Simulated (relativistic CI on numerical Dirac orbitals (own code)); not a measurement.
Electric-dipole transitions in Ir⁵³⁺

Computed by Dirac-Coulomb-Breit CI, orbitals from a KLI potential per configuration, a model potential for QED, unscaled Slater integrals (own radial code, finite nucleus).

Configurations in the expansion (outside the closed core [Ne]): 3s²3p⁶3d⁶, 3s²3p⁵3d⁷, 3s²3p⁴3d⁸, 3s3p⁶3d⁷, 3p⁶3d⁸, 3s3p⁵3d⁸, 3s²3p⁶3d⁵4s, 3s²3p⁶3d⁵4p, 3s²3p⁴3d⁷4s, 3s²3p⁶3d⁵4d, 3s²3p⁵3d⁶4s, 3s²3p⁶3d⁵4f, 3s²3p⁶3d⁴4s², 3s3p⁶3d⁶4s, 3p⁶3d⁷4s, 3p⁶3d⁷4p. Levels of other configurations are missing.

```
λ vac (nm)                Lower                 Upper   A (s⁻¹)        gf  Branching (%)
    1.5877   3s²3p⁶3d⁶ ¹I6 [21]  3s²3p⁵3d⁷ ³G°5 [139]  6.50e+12  2.70e+00           65.1
    1.6107    3s²3p⁶3d⁶ ³H6 [7]  3s²3p⁵3d⁷ ³G°5 [108]  6.21e+12  2.66e+00           67.0
    1.6108    3s²3p⁶3d⁶ ³G5 [8]  3s²3p⁵3d⁷ ³G°5 [108]  2.35e+12  1.01e+00           25.4
    1.6165    3s²3p⁶3d⁶ ⁵D3 [4]  3s²3p⁵3d⁷ ³F°4 [107]  1.98e+12  6.99e-01           25.4
    1.6187   3s²3p⁶3d⁶ ¹G4 [12]  3s²3p⁵3d⁷ ³F°3 [113]  5.66e+12  1.56e+00           64.2
    1.6192    3s²3p⁶3d⁶ ⁵D4 [5]  3s²3p⁵3d⁷ ³F°4 [107]  2.54e+12  8.99e-01           32.6
    1.6375    3s²3p⁶3d⁶ ³G5 [8]  3s²3p⁵3d⁷ ³F°4 [107]  2.44e+12  8.85e-01           31.4
    1.6481   3s²3p⁶3d⁶ ¹I6 [21]  3s²3p⁵3d⁷ ¹I°6 [129]  2.93e+12  1.55e+00           81.7
    1.8927  3s²3p⁵3d⁷ ⁵G°6 [35]    3s3p⁶3d⁷ ⁵F5 [180]  4.33e+12  2.56e+00           64.8
    2.5609    3s²3p⁶3d⁶ ⁵D4 [5]   3s²3p⁵3d⁷ ³F°3 [69]  1.60e+12  1.10e+00           65.6
    2.5854    3s²3p⁶3d⁶ ³G5 [8]   3s²3p⁵3d⁷ ³F°4 [71]  2.05e+12  1.85e+00           79.5
    2.5865    3s²3p⁶3d⁶ ³F4 [1]   3s²3p⁵3d⁷ ³D°3 [44]  2.29e+12  1.61e+00           91.5
    2.5985    3s²3p⁶3d⁶ ³H6 [7]   3s²3p⁵3d⁷ ³G°5 [70]  1.85e+12  2.06e+00           77.5
    2.6456   3s²3p⁶3d⁶ ¹I6 [21]   3s²3p⁵3d⁷ ¹H°5 [95]  1.78e+12  2.06e+00           82.0
    2.6570    3s²3p⁶3d⁶ ³F4 [1]   3s²3p⁵3d⁷ ³F°4 [42]  1.82e+12  1.74e+00           98.2
    2.7124    3s²3p⁶3d⁶ ⁵D3 [4]   3s²3p⁵3d⁷ ⁵D°3 [58]  1.15e+12  8.92e-01           87.8
    2.7267    3s²3p⁶3d⁶ ³H6 [7]   3s²3p⁵3d⁷ ³H°6 [62]  1.19e+12  1.73e+00           95.5
    2.7374    3s²3p⁶3d⁶ ⁵D4 [5]   3s²3p⁵3d⁷ ³F°4 [56]  8.09e+11  8.18e-01           79.1
    2.7465    3s²3p⁶3d⁶ ³P2 [2]   3s²3p⁵3d⁷ ³P°2 [41]  1.06e+12  6.02e-01           96.9
    2.8830    3s²3p⁶3d⁶ ³F4 [1]   3s²3p⁵3d⁷ ³G°5 [37]  3.30e+11  4.52e-01           90.6
```

Terms are leading LS components. Brackets give the number of a level in order of energy, since labels repeat. The list gives strong lines, with weight on those to low levels, without lines whose two gauges differ by over a factor of 2.5, among the lowest 200 of 2618 levels, so that lines to higher ones, which can be the strongest, are missing. Levels whose partners in the same complex of configurations lie outside the list can be far off, and so can their lines. Rates are taken at the computed energies, electric ones in the length gauge.

At this charge energies of transitions that change n are usually good to better than 1 %, and those within a shell (Δn = 0) to a few per cent.

LS names give the leading component of a level, which can be under half, so a name can repeat, a term be missing and a line seem to break the LS rules.
